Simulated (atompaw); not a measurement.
Sc (Z = 21): one change to a PAW (atompaw) potential, before and after

```json
{
  "Element": "scandium",
  "Generator": "atompaw 4.2.0.5",
  "Type": "PAW",
  "Functional": "LDA (PW92)",
  "Relativity": "scalar-relativistic",
  "Frozen core": "[Ne]",
  "Valence charge": "11",
  "Reference configuration": "3s2 3p6 3d1 4s0.5 4p0 (charge +1.5)",
  "Partial waves": "3s (bound): rc 1.80 bohr; 4s (bound): rc 2.00 bohr; 3p (bound): rc 1.30 bohr; 4p (bound, empty): rc 2.00 bohr; 3d (bound): rc 1.60 bohr; 3d channel at 1 Ry: rc 2.00 bohr",
  "Local potential": "bessel scheme, radius 1.95 bohr",
  "Core correction": "smooth core density matched at 1.40 bohr",
  "Augmentation charge": "sinc compensation charge, radius 1.85 bohr; PAW radius 2.00 bohr; waves and projectors: custom rrkj gramschmidtortho"
}
```

All-electron outer shells of the reference configuration (LDA (PW92), scalar-relativistic, ld1.x):

```tsv
shell	level (eV)	outermost node (bohr)	outermost maximum (bohr)
2p	-399.21	–	0.23
3s	-65.84	0.42	0.92
3p	-44.67	0.39	0.97
3d	-14.08	–	1.08
4s	-12.97	1.32	2.80
4p	-9.16	1.46	3.34
```

Change: all radii scaled by about 0.94 (s 1.70, p 1.22, d 1.50 bohr); local potential bessel scheme, radius 1.84 bohr; augmentation sinc compensation charge, radius 1.74 bohr; PAW radius 1.88 bohr; waves and projectors: custom rrkj gramschmidtortho; core correction smooth core density matched at 1.32 bohr.

Cutoffs: the cutoffs (Ry, on a coarse ladder) from which the occupation-weighted sum of valence levels, in a spherical-Bessel basis at the reference potential, stays within 10 and 1 mRy of its value at 400 Ry; they do not see the model core or the augmentation charge, which bear on the density cutoff.

What does the change do?

The potential gets harder (45 Ry and 80 Ry → 50 Ry and 90 Ry); neither file shows a bound ghost. A smaller radius makes the pseudo-wave follow the all-electron one further in, where it bends more sharply, so more plane waves are needed.

| quantity | base | changed |
| --- | --- | --- |
| cutoff, loose | 45 Ry | 50 Ry |
| cutoff, tight | 80 Ry | 90 Ry |
| loose cutoff by channel (10 mRy a level) | s 21 Ry, p 35 Ry, d 35 Ry | s 21 Ry, p 40 Ry, d 40 Ry |
| bound ghosts | none | none |
| lowest overlap eigenvalue by channel | s 0.13, p 0.05, d 0.32 | s 0.13, p 0.10, d 0.57 |

 The cutoffs see the waves, projectors and local potential, not the compensation charge or the core.
